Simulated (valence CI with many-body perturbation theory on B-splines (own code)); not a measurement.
**E1 line list for Re⁴²⁺**

Level of theory: valence CI with perturbative core correlation (CI+MBPT): five valence electrons over a frozen Dirac-Fock core [Ar] 3d10, radial functions for each j: 11 s, 11 p, 10 d, 8 f, 5 g, 2 h, with the one-electron correlation potential Σ1 (screened to all orders), the two-electron term Σ2, the three-electron term Σ3, Breit, model QED; selected single and double excitations, second order for the rest, scaled by the run's own slope (own B-spline code, finite nucleus).

The last digits are not significant, and no measured levels were compared; by estimate large intervals hold to a few tenths of a per cent, small ones and those within an open d or f shell to about a per cent. Among the levels kept, up to 2100 cm⁻¹ of a level comes from second order outside the variational space, and about a tenth of that is noise between levels of different J, which matters for small intervals.

Lines 51 to 100 of 545 in falling wavelength, among levels below 41.854 Ry, chosen from the strongest by gf and those to the six lowest levels. Wavelengths and rates use the calculated energies. Electric multipoles are in the length gauge, E1 and E2 with the static RPA response of the core. Weak lines are less certain than strong ones. Lines between different terms over intervals too small for the method are left out, as are lines whose strength nearly cancels. Where a level lies close to another of its J and parity, the split of strength between their lines is uncertain. The highest levels of a list are the least certain.

Levels are named by their leading jj configuration (3d3/2^4 stands for four electrons in 3d with j = 3/2), which in mixed levels can hold well under half, so a name can repeat and another be missing. Letters in brackets count levels of one name in rising energy.

```tsv
λ vac (Å)	Upper	Lower	A (s⁻¹)	log gf	Branch %
107.3	(4s 4p1/2^2 4p3/2 4d5/2) J=7/2 [b]	(4s^2 4p1/2 4p3/2 4d5/2) J=9/2	1.89e+10	-0.58	2.7
107.2	(4s 4p1/2 4p3/2^3) J=3/2 [b]	(4s^2 4p3/2^3) J=3/2	2.17e+10	-0.83	2.0
106.7	(4s 4p1/2^2 4p3/2 4f5/2) J=7/2 [b]	(4s 4p1/2 4p3/2^2 4d3/2) J=9/2	2.20e+10	-0.52	5.1
105.1	(4s 4p1/2^2 4p3/2^2) J=3/2	(4s^2 4p1/2 4p3/2^2) J=3/2	1.17e+10	-1.11	2.1
104.7	(4s 4p1/2 4p3/2^2 4d5/2) J=9/2 [c]	(4s^2 4p3/2^2 4d5/2) J=9/2	2.10e+10	-0.46	2.5
103.7	(4s 4p1/2^2 4p3/2 4d3/2) J=5/2 [b]	(4s^2 4p1/2 4p3/2 4d3/2) J=7/2	2.74e+10	-0.58	3.2
103.4	(4s 4p1/2 4p3/2^2 4d5/2) J=7/2 [d]	(4s^2 4p3/2^2 4d5/2) J=9/2	1.99e+10	-0.59	1.4
102.8	(4s 4p1/2^2 4p3/2 4f5/2) J=5/2 [b]	(4s 4p1/2 4p3/2^2 4d3/2) J=7/2 [a]	1.57e+10	-0.83	3.0
101.6	(4s 4p1/2 4p3/2^2 4d3/2) J=5/2 [d]	(4s^2 4p3/2^2 4d3/2) J=7/2	2.61e+10	-0.61	1.2
85.71	(4s^2 4p1/2 4p3/2 4d3/2) J=3/2 [a]	(4s^2 4p1/2 4p3/2^2) J=1/2	2.28e+09	-2.00	3.5
85.54	(4s^2 4p1/2 4p3/2 4d3/2) J=1/2 [a]	(4s^2 4p1/2 4p3/2^2) J=1/2	1.89e+09	-2.38	17.8
81.93	(4s^2 4p1/2 4p3/2 4d3/2) J=5/2 [a]	(4s^2 4p1/2 4p3/2^2) J=5/2	7.31e+09	-1.36	73.4
81.75	(4s^2 4p1/2 4p3/2 4d3/2) J=3/2 [a]	(4s^2 4p1/2 4p3/2^2) J=5/2	7.42e+09	-1.53	11.3
79.44	(4s 4p1/2^2 4d3/2 4d5/2) J=7/2 [b]	(4s 4p1/2^2 4p3/2 4d5/2) J=7/2 [a]	2.20e+10	-0.78	15.4
79.01	(4s^2 4p1/2 4p3/2 4d3/2) J=7/2	(4s^2 4p1/2 4p3/2^2) J=5/2	4.17e+08	-2.51	100.0
78.86	(4s^2 4p1/2 4p3/2 4d3/2) J=3/2 [a]	(4s^2 4p1/2 4p3/2^2) J=3/2	4.37e+09	-1.79	6.7
78.75	(4s^2 4p1/2^2 4d3/2) J=3/2	(4s^2 4p1/2^2 4p3/2) J=3/2	1.36e+10	-1.29	99.4
78.71	(4s^2 4p1/2 4p3/2 4d3/2) J=1/2 [a]	(4s^2 4p1/2 4p3/2^2) J=3/2	5.04e+09	-2.03	47.3
74.56	(4s^2 4p1/2 4d5/2^2) J=9/2 [a]	(4s^2 4p1/2 4p3/2 4d5/2) J=7/2 [b]	1.49e+10	-0.91	25.9
73.82	(4s^2 4p1/2 4p3/2 4d5/2) J=3/2 [a]	(4s^2 4p1/2 4p3/2^2) J=1/2	7.08e+08	-2.64	1.5
73.26	(4s 4p1/2^2 4d3/2 4d5/2) J=9/2	(4s 4p1/2^2 4p3/2 4d5/2) J=9/2	3.16e+10	-0.59	22.2
73.25	(4s 4p1/2^2 4p3/2 4d3/2) J=3/2 [a]	(4s^2 4p1/2^2 4d5/2) J=5/2	4.61e+09	-1.83	7.2
72.41	(4s 4p1/2^2 4p3/2 4d3/2) J=7/2	(4s^2 4p1/2^2 4d5/2) J=5/2	8.52e+08	-2.27	4.8
72.22	(4s^2 4p1/2 4p3/2 4d3/2) J=5/2 [b]	(4s^2 4p1/2 4p3/2^2) J=5/2	1.99e+09	-2.03	0.1
71.67	(4s^2 4p1/2 4p3/2 4d5/2) J=7/2 [a]	(4s^2 4p1/2 4p3/2^2) J=5/2	7.86e+08	-2.31	99.4
71.66	(4s 4p1/2^2 4p3/2 4f5/2) J=9/2	(4s 4p1/2^2 4p3/2 4d5/2) J=7/2 [a]	1.59e+10	-0.91	2.9
71.17	(4s^2 4p1/2^2 4f5/2) J=5/2	(4s^2 4p1/2^2 4d5/2) J=5/2	9.97e+09	-1.34	29.8
70.86	(4s^2 4p1/2 4p3/2 4d5/2) J=3/2 [a]	(4s^2 4p1/2 4p3/2^2) J=5/2	4.23e+09	-1.89	9.0
69.95	(4s^2 4p1/2 4p3/2 4d3/2) J=5/2 [b]	(4s^2 4p1/2 4p3/2^2) J=3/2	7.76e+09	-1.47	0.5
69.93	(4s^2 4p1/2 4d3/2 4d5/2) J=7/2 [a]	(4s^2 4p1/2 4p3/2 4d3/2) J=7/2	2.41e+10	-0.85	20.8
69.48	(4s^2 4p1/2 4p3/2 4d5/2) J=5/2 [a]	(4s^2 4p1/2 4p3/2^2) J=5/2	4.49e+10	-0.71	40.5
69.09	(4s^2 4p1/2 4p3/2 4d3/2) J=1/2 [b]	(4s^2 4p1/2 4p3/2^2) J=3/2	6.27e+09	-2.05	0.4
68.97	(4s^2 4p1/2 4d5/2^2) J=9/2 [a]	(4s^2 4p1/2 4p3/2 4d5/2) J=9/2	3.04e+10	-0.66	53.0
68.72	(4s^2 4p1/2 4d3/2 4d5/2) J=5/2 [b]	(4s^2 4p1/2 4p3/2 4d3/2) J=3/2 [b]	5.03e+10	-0.67	2.9
68.68	(4s^2 4p1/2 4p3/2 4d5/2) J=3/2 [a]	(4s^2 4p1/2 4p3/2^2) J=3/2	3.64e+10	-0.99	77.3
68.54	(4s^2 4p1/2 4d3/2 4d5/2) J=7/2 [b]	(4s^2 4p1/2 4p3/2 4d3/2) J=5/2 [b]	4.09e+10	-0.64	3.8
68.52	(4s 4p1/2^2 4p3/2 4f7/2) J=7/2	(4s 4p1/2^2 4p3/2 4d5/2) J=5/2 [a]	2.36e+10	-0.88	9.6
68.39	(4s^2 4p1/2 4d3/2 4d5/2) J=9/2	(4s^2 4p1/2 4p3/2 4d3/2) J=7/2	6.66e+10	-0.33	82.5
68.33	(4s^2 4p3/2^2 4f7/2) J=9/2	(4s^2 4p3/2^2 4d5/2) J=9/2	3.40e+10	-0.62	43.6
68.26	(4s 4p1/2^2 4p3/2 4d5/2) J=5/2 [a]	(4s 4p1/2^2 4p3/2^2) J=5/2	7.55e+10	-0.50	26.7
68.22	(4s 4p1/2^2 4p3/2 4d3/2) J=3/2 [b]	(4s^2 4p1/2^2 4d5/2) J=5/2	9.65e+09	-1.57	3.4
68.18	(4s 4p1/2^2 4d3/2 4d5/2) J=3/2 [b]	(4s 4p1/2^2 4p3/2 4d3/2) J=3/2 [b]	6.10e+10	-0.77	29.8
67.92	(4s^2 4p1/2 4d3/2 4d5/2) J=5/2 [a]	(4s^2 4p1/2 4p3/2 4d3/2) J=3/2 [a]	3.18e+10	-0.88	25.9
67.83	(4s 4p1/2^2 4d3/2 4d5/2) J=5/2 [b]	(4s 4p1/2^2 4p3/2 4d3/2) J=3/2 [b]	5.44e+10	-0.65	20.7
67.80	(4s^2 4p1/2 4d3/2 4d5/2) J=5/2 [a]	(4s^2 4p1/2 4p3/2 4d3/2) J=5/2 [a]	3.30e+10	-0.87	26.8
67.79	(4s^2 4p1/2 4d3/2 4d5/2) J=7/2 [a]	(4s^2 4p1/2 4p3/2 4d3/2) J=5/2 [a]	6.92e+10	-0.42	59.9
67.74	(4s^2 4p1/2^2 4d5/2) J=5/2	(4s^2 4p1/2^2 4p3/2) J=3/2	1.01e+11	-0.38	97.5
67.72	(4s^2 4p3/2 4d3/2 4d5/2) J=5/2 [c]	(4s^2 4p3/2^2 4d3/2) J=3/2 [b]	4.54e+10	-0.73	2.8
67.72	(4s^2 4p3/2 4d5/2^2) J=7/2	(4s^2 4p3/2^2 4d5/2) J=9/2	3.48e+10	-0.72	47.1
67.42	(4s^2 4p3/2^2 4f5/2) J=9/2	(4s^2 4p3/2^2 4d3/2) J=7/2	6.42e+10	-0.36	7.4
```

(1) How does gf follow from A for the line at 105.1 Å?

## Answers

(1) gf = 1.4992 × (2J+1)_upper × A / σ², with σ = 951875 cm⁻¹ and 2J+1 = 4: gf = 0.0777.
